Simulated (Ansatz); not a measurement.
Input file for C3H10AlB, SMILES `CCC[BH][AlH2]`:

```yaml
crystal:
  periodic: [false, false, false]
  atoms:
    - {symbol: C, position_ang: [0.246280, -1.726151, -0.220633]}
    - {symbol: C, position_ang: [1.141647, -0.498692, -0.218091]}
    - {symbol: C, position_ang: [0.517397, 0.671717, -0.967807]}
    - {symbol: B, position_ang: [-0.734371, 1.370196, -0.359889]}
    - {symbol: Al, position_ang: [-1.459375, 1.101903, 1.625435]}
    - {symbol: H, position_ang: [-0.731678, -1.507926, 0.223561]}
    - {symbol: H, position_ang: [0.687085, -2.553199, 0.340059]}
    - {symbol: H, position_ang: [0.062991, -2.073593, -1.241391]}
    - {symbol: H, position_ang: [1.348180, -0.194698, 0.816261]}
    - {symbol: H, position_ang: [2.112775, -0.759375, -0.652247]}
    - {symbol: H, position_ang: [0.359551, 0.421396, -2.026081]}
    - {symbol: H, position_ang: [1.228013, 1.520732, -1.015576]}
    - {symbol: H, position_ang: [-1.281809, 2.169048, -1.079278]}
    - {symbol: H, position_ang: [-0.856776, 1.908524, 2.864908]}
    - {symbol: H, position_ang: [-2.661806, 0.099518, 1.940171]}
basis:
  gaussian: {orbitals: def2-SVP}
correlation: {method: ccsd_t}
```

```sh
$ ansatz run in.yaml --threads 4 --pin off --events-out ev --progress --plain
```

Output of Ansatz, abridged:

```
Functional definition: HF
1260 factors; integrals over basis functions are off by at most 1.4e-3 eV
mean field evaluation 1: about -10495.0420 eV, gradient 3.0e1 eV
mean field evaluation 2: about -10495.1332 eV, gradient 3.0e1 eV
mean field evaluation 4: about -10498.1774 eV, gradient 3.6e0 eV
mean field evaluation 8: about -10498.2257 eV, gradient 1.4e-1 eV
mean field evaluation 16: about -10498.1346 eV, gradient 4.1e-1 eV
mean field -10498.22579895 eV, -385.8026821582 hartree, gradient 2.8e-6 eV, S^2 0.000000; 0 other end points of the search recorded, 0 dependent functions left out
9 core orbitals not correlated: weight in the atoms' cores, before any rotation towards them, 1.000 or more for the frozen orbitals, at most 0.000 for the correlated occupied ones
reference -10498.22579895 eV, -385.8026821582 hartree; 14, 14 occupied and 101, 101 virtual orbitals, 1260 factors
second order -15.79756798 eV of doubles, -0.00000000 eV of singles
cycle   1  -17.23027281 eV  change    -1.4e0 eV  update   9.0e-2
cycle   2  -17.78915840 eV  change   -5.6e-1 eV  update   2.8e-2
cycle   3  -17.84128467 eV  change   -5.2e-2 eV  update   9.4e-3
cycle   4  -17.83892756 eV  change    2.4e-3 eV  update   3.2e-3
cycle   5  -17.83873433 eV  change    1.9e-4 eV  update   1.2e-3
cycle   6  -17.83842970 eV  change    3.0e-4 eV  update   4.6e-4
cycle   7  -17.83829871 eV  change    1.3e-4 eV  update   1.6e-4
cycle   8  -17.83831872 eV  change   -2.0e-5 eV  update   6.3e-5
cycle   9  -17.83832200 eV  change   -3.3e-6 eV  update   2.1e-5
perturbative correction -0.50891383 eV, -0.0187022382 hartree
Total energy: -10516.57303477 eV, -386.4769306387 hartree
```

Run time 4.2 s (4 threads of a server CPU on a shared host); peak host memory 0.81 GiB.

MP2 recovers 86.1 % of the CCSD(T) correlation energy and the triples give 2.8 %; T1 = 0.0094.
